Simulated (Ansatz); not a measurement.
All values below come from frozen-core CCSD(T)/def2-TZVPP // PBE0-D4/def2-SVP in Ansatz (a first-principles code).

Ansatz 0.2 input:
```yaml
crystal:
  periodic: [false, false, false]
  atoms:
    - { symbol: In, position_ang: [-0.148717, -0.100438, -0.136737] }
    - { symbol: H, position_ang: [-0.304753, 1.227587, -1.255473] }
    - { symbol: H, position_ang: [-1.389272, -0.33793, 1.064982] }
    - { symbol: H, position_ang: [0.870091, -1.447516, -0.569599] }
    - { symbol: N, position_ang: [1.430136, 0.966661, 1.321182] }
    - { symbol: H, position_ang: [2.296392, 1.188171, 0.831583] }
    - { symbol: H, position_ang: [1.668417, 0.368529, 2.111516] }
    - { symbol: H, position_ang: [1.058247, 1.838281, 1.696879] }
basis:
  gaussian: { orbitals: def2-TZVPP }
correlation:
  method: ccsd_t
```

Output:

```
Functional definition: HF
1123 factors; integrals over basis functions are off by at most 8.7e-4 eV
mean field evaluation 1: about -6723.7495 eV, gradient 2.8e1 eV
mean field evaluation 2: about -6723.7744 eV, gradient 2.8e1 eV
mean field evaluation 4: about -6725.5497 eV, gradient 2.5e0 eV
mean field evaluation 8: about -6725.5732 eV, gradient 1.1e-1 eV
mean field evaluation 16: about -6725.1571 eV, gradient 1.4e1 eV
mean field -6725.57322335 eV, -247.1602572010 hartree, gradient 1.1e-6 eV, S^2 0.000000; 0 other end points of the search recorded, 0 dependent functions left out
5 core orbitals not correlated
reference -6725.57322335 eV, -247.1602572010 hartree; 12, 12 occupied and 148, 148 virtual orbitals, 1123 factors
second order -14.87062881 eV of doubles, -0.00000000 eV of singles
cycle   1  -15.06450673 eV  change   -1.9e-1 eV  update   8.7e-2
cycle   2  -15.47849355 eV  change   -4.1e-1 eV  update   2.6e-2
cycle   3  -15.53118075 eV  change   -5.3e-2 eV  update   1.1e-2
cycle   4  -15.52499904 eV  change    6.2e-3 eV  update   2.7e-3
cycle   5  -15.52448858 eV  change    5.1e-4 eV  update   9.2e-4
cycle   6  -15.52443370 eV  change    5.5e-5 eV  update   2.3e-4
cycle   7  -15.52432181 eV  change    1.1e-4 eV  update   7.9e-5
cycle   8  -15.52431654 eV  change    5.3e-6 eV  update   2.2e-5
perturbative correction -0.43568594 eV, -0.0160111628 hartree
Total energy: -6741.53322583 eV, -247.7467764740 hartree
```

Cost: very roughly 90 core-seconds.
